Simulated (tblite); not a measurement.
3,4-difluorotoluene, C7H6F2.
Numbering: `[CH3:1][c:2]1[cH:3][cH:4][c:5]([F:6])[c:7]([F:8])[cH:9]1` (hydrogens: H10, H11, H12 on C1; H13 on C3; H14 on C4; H15 on C9)

Computed with GFN2-xTB (tblite), gas phase: Langevin dynamics at 600 K from the optimised GFN2-xTB geometry, time step 0.5 fs, friction 0.01 fs⁻¹, 2000 steps. The instantaneous temperature is 2·E(kin)/(3Nk) with all 3N coordinates.

| t (fs) | T (K) | E(pot) above start (eV) | C1–C2 (Å) | C2–C3 (Å) | C3–C4 (Å) | C4–C5 (Å) | C5–F6 (Å) | C1–H10 (Å) |
| --- | --- | --- | --- | --- | --- | --- | --- | --- |
| 0 | 478 | 0.000 | 1.497 | 1.390 | 1.383 | 1.383 | 1.345 | 1.087 |
| 25 | 206 | 0.529 | 1.535 | 1.417 | 1.408 | 1.401 | 1.381 | 1.088 |
| 50 | 473 | 0.459 | 1.444 | 1.387 | 1.364 | 1.405 | 1.346 | 1.090 |
| 75 | 363 | 0.518 | 1.444 | 1.414 | 1.376 | 1.400 | 1.339 | 1.112 |
| 100 | 326 | 0.598 | 1.527 | 1.417 | 1.416 | 1.405 | 1.348 | 1.067 |
| 125 | 403 | 0.650 | 1.494 | 1.422 | 1.388 | 1.439 | 1.355 | 1.113 |
| 150 | 756 | 0.535 | 1.493 | 1.392 | 1.404 | 1.433 | 1.329 | 1.097 |
| 175 | 618 | 0.929 | 1.511 | 1.342 | 1.437 | 1.406 | 1.353 | 1.063 |
| 200 | 691 | 0.894 | 1.524 | 1.359 | 1.469 | 1.368 | 1.312 | 1.152 |
| 225 | 563 | 1.022 | 1.505 | 1.448 | 1.460 | 1.369 | 1.383 | 1.168 |
| 250 | 570 | 0.930 | 1.418 | 1.429 | 1.381 | 1.337 | 1.368 | 1.052 |
| 275 | 495 | 1.090 | 1.429 | 1.398 | 1.411 | 1.363 | 1.415 | 1.007 |
| 300 | 509 | 1.068 | 1.531 | 1.422 | 1.398 | 1.343 | 1.406 | 1.080 |
| 325 | 653 | 1.002 | 1.511 | 1.391 | 1.373 | 1.374 | 1.384 | 1.155 |
| 350 | 712 | 0.810 | 1.475 | 1.353 | 1.386 | 1.391 | 1.304 | 1.102 |
| 375 | 677 | 1.093 | 1.492 | 1.374 | 1.350 | 1.352 | 1.308 | 1.057 |
| 400 | 544 | 1.172 | 1.542 | 1.360 | 1.396 | 1.387 | 1.363 | 1.129 |
| 425 | 674 | 0.896 | 1.490 | 1.389 | 1.377 | 1.338 | 1.316 | 1.113 |
| 450 | 675 | 0.951 | 1.488 | 1.396 | 1.388 | 1.384 | 1.364 | 1.018 |
| 475 | 765 | 0.884 | 1.526 | 1.376 | 1.367 | 1.408 | 1.289 | 1.027 |
| 500 | 591 | 1.222 | 1.494 | 1.335 | 1.383 | 1.450 | 1.393 | 1.167 |
| 525 | 687 | 1.029 | 1.550 | 1.353 | 1.440 | 1.361 | 1.330 | 1.173 |
| 550 | 812 | 0.825 | 1.487 | 1.400 | 1.432 | 1.329 | 1.395 | 1.094 |
| 575 | 612 | 1.063 | 1.551 | 1.403 | 1.420 | 1.336 | 1.391 | 1.052 |
| 600 | 687 | 0.990 | 1.486 | 1.370 | 1.377 | 1.333 | 1.373 | 1.066 |
| 625 | 560 | 1.274 | 1.458 | 1.377 | 1.395 | 1.405 | 1.373 | 1.105 |
| 650 | 715 | 1.096 | 1.517 | 1.352 | 1.383 | 1.369 | 1.403 | 1.128 |
| 675 | 768 | 1.062 | 1.529 | 1.358 | 1.381 | 1.370 | 1.427 | 1.098 |
| 700 | 672 | 0.889 | 1.495 | 1.403 | 1.351 | 1.377 | 1.350 | 1.078 |
| 725 | 567 | 1.020 | 1.618 | 1.411 | 1.390 | 1.372 | 1.287 | 1.064 |
| 750 | 673 | 1.015 | 1.552 | 1.389 | 1.403 | 1.445 | 1.392 | 1.075 |
| 775 | 503 | 1.120 | 1.498 | 1.339 | 1.389 | 1.437 | 1.383 | 1.084 |
| 800 | 801 | 0.638 | 1.514 | 1.392 | 1.366 | 1.404 | 1.447 | 1.094 |
| 825 | 589 | 0.704 | 1.517 | 1.389 | 1.375 | 1.325 | 1.384 | 1.087 |
| 850 | 590 | 1.080 | 1.479 | 1.401 | 1.390 | 1.318 | 1.328 | 1.116 |
| 875 | 508 | 1.449 | 1.498 | 1.387 | 1.432 | 1.362 | 1.340 | 1.123 |
| 900 | 741 | 1.235 | 1.500 | 1.376 | 1.394 | 1.383 | 1.345 | 1.104 |
| 925 | 706 | 1.362 | 1.535 | 1.366 | 1.397 | 1.439 | 1.368 | 1.103 |
| 950 | 995 | 0.957 | 1.522 | 1.390 | 1.428 | 1.469 | 1.393 | 1.128 |
| 975 | 702 | 1.406 | 1.543 | 1.385 | 1.437 | 1.387 | 1.315 | 1.088 |
| 1000 | 783 | 1.144 | 1.551 | 1.430 | 1.435 | 1.375 | 1.314 | 1.045 |

**Question.** From 500 fs on, how do temperature and potential energy compare with equipartition?

**Answer.** The mean temperature of these 21 frames is 679 K against the target 600 K, and the mean potential energy 1.08 eV against 39 × kT/2 = 1.01 eV for 39 classical harmonic modes. For 15 atoms in a canonical ensemble the temperature itself scatters by T·√(2/(3N)) = 126 K; here its standard deviation is 114 K. The whole run lasts only 10 friction times of 100 fs, so these averages carry a wide statistical error.

**Question.** What are the kinetic and total energies of the listed frame with the highest potential energy?

**Answer.** The one at 875 fs, 1.449 eV above the start. Its kinetic energy is 3NkT/2 = 0.985 eV at 508 K, so the sum is 2.43 eV; over the listed frames the sum runs from 0.93 to 2.89 eV, since the thermostat adds and removes energy.

**Question.** How much do the listed bonds fluctuate from 500 fs on?

**Answer.** 
```json
{"bond": "C1–C2", "at the start (Å)": "1.497", "mean (Å)": "1.519", "standard deviation (Å)": "0.034"}
{"bond": "C2–C3", "at the start (Å)": "1.390", "mean (Å)": "1.381", "standard deviation (Å)": "0.024"}
{"bond": "C3–C4", "at the start (Å)": "1.383", "mean (Å)": "1.400", "standard deviation (Å)": "0.025"}
{"bond": "C4–C5", "at the start (Å)": "1.383", "mean (Å)": "1.383", "standard deviation (Å)": "0.043"}
{"bond": "C5–F6", "at the start (Å)": "1.345", "mean (Å)": "1.368", "standard deviation (Å)": "0.039"}
{"bond": "C1–H10", "at the start (Å)": "1.087", "mean (Å)": "1.099", "standard deviation (Å)": "0.032"}
```

The motion is classical and holds no zero-point motion.

The cost below is that of the whole dynamics run. Hardware: AMD EPYC 7R13, one thread (shared host). Cost: 11 s of wall time, 0.18 GiB resident at most.
